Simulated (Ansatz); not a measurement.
The Ga1–H2 bond of GaH3O2 (SMILES [OH][GaH][OH]) is stretched (multiplicity 1, the rest rigid).
Geometry at rest (charge 0, multiplicity 1):
```json
[
 {"atom": "Ga", "x (Å)": "-0.2440", "y (Å)": "-0.1775", "z (Å)": "-0.1512"},
 {"atom": "H", "x (Å)": "-1.3542", "y (Å)": "-1.0163", "z (Å)": "-0.8271"},
 {"atom": "O", "x (Å)": "0.0204", "y (Å)": "1.5378", "z (Å)": "-0.5766"},
 {"atom": "H", "x (Å)": "0.7423", "y (Å)": "1.9403", "z (Å)": "-0.0819"},
 {"atom": "O", "x (Å)": "0.9023", "y (Å)": "-0.7560", "z (Å)": "1.1056"},
 {"atom": "H", "x (Å)": "0.7953", "y (Å)": "-1.6758", "z (Å)": "1.3651"}
]
```

Cores are frozen in the correlated methods. Filled d and f shells under p-block atoms count as core.

The values were computed with Ansatz (Gaussian orbitals). Values without a source in brackets are computed.

FIC-MRCISD+Q on CASSCF(2,2)/cc-pVTZ, total energies (hartree):

```tsv
R (Å)	CASSCF	MRCISD	weight c² of the reference
1.547	-2074.892197	-2075.404087	0.89553
2.707	-2074.806585	-2075.310121	0.89660
4.950	-2074.772713	-2075.272787	0.89783
```

Task: Add the Davidson correction (E_MRCISD − E_CASSCF)(1 − c²)/c² and give the energies above the first point at the three levels.

Result: 
Corrections (hartree): -0.059716, -0.058073, -0.056906. Above the first point (kcal/mol):
- R = 2.707 Å: CASSCF 53.7, MRCISD 59.0, with the correction 60.0
- R = 4.950 Å: CASSCF 75.0, MRCISD 82.4, with the correction 84.2

Ansatz is a quantum-chemistry and plane-wave program.
